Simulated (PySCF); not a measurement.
**MPb for M along the third period**

r²SCAN with double-zeta basis sets in PySCF, for the lowest determinant that a PBE0 search found; no spin–orbit coupling. De refers to high-spin ground-configuration atoms. A positive dipole means M(−)Pb(+).

```json
{"M": "Na", "basis": "def2-SVP", "state (unpaired electrons)": "quartet (σ ↑, π ↑↑)", "Re (Å)": "2.961", "ωe (cm⁻¹)": "168", "De (eV)": "1.24", "μ (D)": "-6.85"}
{"M": "Mg", "basis": "def2-SVP", "state (unpaired electrons)": "triplet (π ↑↑)", "Re (Å)": "2.807", "ωe (cm⁻¹)": "214", "De (eV)": "1.01", "μ (D)": "-2.61"}
{"M": "Al", "basis": "def2-SVP", "state (unpaired electrons)": "quartet (σ ↑, π ↑↑)", "Re (Å)": "2.720", "ωe (cm⁻¹)": "245", "De (eV)": "2.25", "μ (D)": "-0.31"}
{"M": "Si", "basis": "def2-SVP", "state (unpaired electrons)": "triplet (π ↑↑)", "Re (Å)": "2.605", "ωe (cm⁻¹)": "315", "De (eV)": "2.57", "μ (D)": "1.62"}
{"M": "P", "basis": "def2-SVP", "state (unpaired electrons)": "doublet (π ↑)", "Re (Å)": "2.447", "ωe (cm⁻¹)": "357", "De (eV)": "2.46", "μ (D)": "2.68"}
{"M": "S", "basis": "def2-SVP", "state (unpaired electrons)": "singlet (closed shell)", "Re (Å)": "2.321", "ωe (cm⁻¹)": "440", "De (eV)": "4.60", "μ (D)": "3.84"}
{"M": "Cl", "basis": "def2-SVP", "state (unpaired electrons)": "doublet (π ↑)", "Re (Å)": "2.496", "ωe (cm⁻¹)": "322", "De (eV)": "3.77", "μ (D)": "3.51"}
```

The shortest bond is that of PbS (2.321 Å), the longest that of NaPb (2.961 Å). PbS is bound most strongly (4.60 eV) and MgPb least (1.01 eV).

The state changes along the series, so neighbouring rows are not always alike in their bonding.

Spin–orbit coupling is left out, which matters for elements this heavy, above all for dissociation energies. States were picked by a PBE0 search and need not be the measured ground states.
